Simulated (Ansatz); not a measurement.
`[Cl][GeH]` + `[O]=[W]([OH])([F])([Cl])[Cl]` → `[OH][GeH]` + `[O]=[W]([F])([Cl])([Cl])[Cl]` at 298.15 K and 1 bar (redistribution).

Isolated molecules relaxed with PBE0-D4/def2-TZVP in Ansatz; ΔE leaves out vibrations. CCSD(T)/CBS is the MP2 limit (def2-TZVPP, def2-QZVPP) plus CCSD(T) − MP2 in def2-TZVPP, frozen cores. def2 core potentials past Kr. For Ge, W outer-core shells are correlated without core-valence functions, which leaves a few kJ/mol of doubt a bond. Scalar relativity is left out up to krypton. One conformer a species, not always the lowest.

| species | CCSD(T)/CBS energy (Eh) | H − E (kJ/mol) | S (J/(mol·K)) |
| --- | --- | --- | --- |
| `[Cl][GeH]` | -2536.49422 | 29.1 | 264.4 |
| `[O]=[W]([OH])([F])([Cl])[Cl]` | -1237.47719 | 80.9 | 388.8 |
| `[OH][GeH]` | -2152.47759 | 63.5 | 255.1 |
| `[O]=[W]([F])([Cl])([Cl])[Cl]` | -1621.48342 | 49.2 | 389.0 |

H − E and S are ideal-gas, rigid-rotor, harmonic terms from PBE0-D4/def2-TZVP, for one conformer and one mirror image of each species. 1 Eh = 2625.50 kJ/mol, R = 8.31446 J/(mol·K).

Problem. By hand: ΔE, ΔH, ΔS and ΔG.

Solution. ΔE = (-2152.47759) + (-1621.48342) − (-2536.49422) − (-1237.47719) = 0.01040 Eh = 27.3 kJ/mol. Δ(H − E) = 63.5 + 49.2 − 29.1 − 80.9 = 2.7, so ΔH = 30.0 kJ/mol. ΔS = 255.1 + 389.0 − 264.4 − 388.8 = -9.1 J/(mol·K). ΔG = 30.0 − 298.15 × (-9.1)/1000 = 32.7 kJ/mol.

Problem. By hand: the equilibrium constant, and the temperature at which ΔG would vanish if ΔH and ΔS stayed fixed.

Solution. log₁₀ K = −ΔG/(RT ln 10) = -5.7. ΔH and −TΔS have one sign here, so there is no such temperature.

The number of gas molecules stays the same, so ΔS is small and ΔH decides. A doubt of 5 kJ/mol in ΔE shifts log₁₀ K by 0.9 here. Other conformers and mirror images would add mixing entropy, several J/(mol·K) or more a flexible species. Modes under 60 cm⁻¹, often nearly free rotors, make the harmonic entropy too high. These are equilibria of isolated gas molecules and say nothing of rates. Largest T1 diagnostic: 0.021 (customary marks: 0.02 for closed shells, 0.045 for open ones).

ΔS is within the doubt of such terms, so its sign, and with it that verdict, could turn.
